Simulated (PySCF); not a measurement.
Input of a response calculation (the driver script's job line, then coordinates in Å):

```
{"job": {"kind": "uv", "xc": "B3LYP", "basis": "def2-SVPD", "nstates": 8, "ntriplets": 3}, "charge": 0, "multiplicity": 1}
C      2.031303     1.691481     0.215865
C      2.025102     0.385316    -0.042385
Al     0.319699    -0.631492    -0.131033
C      0.131710    -2.584706    -0.477309
O     -1.080501     0.270395     0.124974
Si    -2.413953     1.173688     0.360333
H      1.106262     2.227663     0.381504
H      2.935118     2.286577     0.277624
H      2.988768    -0.100744    -0.198882
H     -0.724651    -2.796456    -1.125422
H     -0.035866    -3.146105     0.446810
H      1.018782    -3.013146    -0.948782
H     -2.793964     1.725645    -0.941590
H     -2.063039     2.230398     1.311876
H     -3.449185     0.289476     0.897159
```

Output:

```
coarse grid: 13176 points
cycle   1  E = -726.3969576665  dE =  2.614e-01  |g| = 9.629e-01  |ddm| = 6.400e+00
cycle   2  E = -725.8903621185  dE =  5.066e-01  |g| = 1.816e+00  |ddm| = 2.955e+00
cycle   3  E = -726.5796379821  dE = -6.893e-01  |g| = 2.310e-01  |ddm| = 1.846e+00
cycle   4  E = -726.5916182856  dE = -1.198e-02  |g| = 7.356e-02  |ddm| = 3.693e-01
cycle   5  E = -726.5930137275  dE = -1.395e-03  |g| = 1.196e-02  |ddm| = 1.077e-01
cycle   6  E = -726.5930461414  dE = -3.241e-05  |g| = 6.494e-03  |ddm| = 2.411e-02
cycle   7  E = -726.5930573417  dE = -1.120e-05  |g| = 1.182e-03  |ddm| = 9.230e-03
cycle   8  E = -726.5930576828  dE = -3.411e-07  |g| = 4.340e-04  |ddm| = 2.253e-03
final grid: 117000 points
cycle   9  E = -726.7048188108  dE = -2.512e-05  |g| = 4.985e-03  |ddm| = 1.220e-01
cycle  10  E = -726.7048136305  dE =  5.180e-06  |g| = 6.871e-03  |ddm| = 1.540e-02
cycle  11  E = -726.7048251830  dE = -1.155e-05  |g| = 1.010e-03  |ddm| = 7.986e-03
cycle  12  E = -726.7048253887  dE = -2.057e-07  |g| = 1.273e-04  |ddm| = 1.089e-03
cycle  13  E = -726.7048253922  dE = -3.524e-09  |g| = 3.209e-05  |ddm| = 2.845e-04
cycle  14  E = -726.7048253925  dE = -3.272e-10  |g| = 1.031e-05  |ddm| = 9.210e-05
converged SCF energy = -726.7048253925

Static polarisability (au): isotropic 91.532, principal 72.134 94.081 108.383

Singlet excitations
state   eV       nm        f      main configurations
  1   5.0541    245.3   0.00005   H->L 0.99
  2   6.1048    203.1   0.11862   H->L+1 0.95
  3   6.1301    202.3   0.12373   H-1->L 0.87
  4   6.3283    195.9   0.02271   H-1->L+1 0.96
  5   6.3517    195.2   0.00025   H-3->L 0.93
  6   6.5749    188.6   0.06705   H-2->L 0.94
  7   6.7680    183.2   0.00900   H-4->L 0.77, H->L+4 0.10
  8   6.9318    178.9   0.03811   H-3->L+1 0.57, H->L+2 0.37

Triplet excitations (Tamm-Dancoff, eV): 4.1427 4.6693 5.7336
```

Method: TDDFT B3LYP/def2-SVPD, vertical, gas phase, core orbitals frozen in the response in PySCF 2.14.0, density-fitted response routines. One conformer (not necessarily the lowest) at the GFN2-xTB geometry, without solvent, vibrations or thermal averaging. GFN2-xTB frequencies show an imaginary mode (21i cm⁻¹), so this geometry is no minimum at that level.

**Question.** What is the polarisability anisotropy, √(½[(α1 − α2)² + (α2 − α3)² + (α3 − α1)²])?

**Answer.** 31.62 au.

**Question.** What share of the summed oscillator strength falls to the strongest level in this window?

**Answer.** State 3 at 202 nm: 0.1237 of 0.3795, or 33%.

**Question.** How many basis functions and electrons does this run hold?

**Answer.** 203 basis functions for 62 electrons in 31 doubly occupied orbitals.

**Question.** Give the mean polarisability in Å³.

**Answer.** 91.53 au × 0.148185 = 13.56 Å³.

**Question.** What transition dipole goes with state 3?

**Answer.** |μ|² = 3f / (2ΔE) = 3 × 0.1237 / (2 × 0.2253) = 0.824 au, so |μ| = 2.31 D.

**Question.** Which species is it?

**Answer.** `[CH3][Al]([O][SiH3])[CH]=C` (C3H9AlOSi).

The SCF starts on a coarse grid; the energy jumps when the final grid takes over, and dE counts afresh there. H and L stand for HOMO and LUMO.
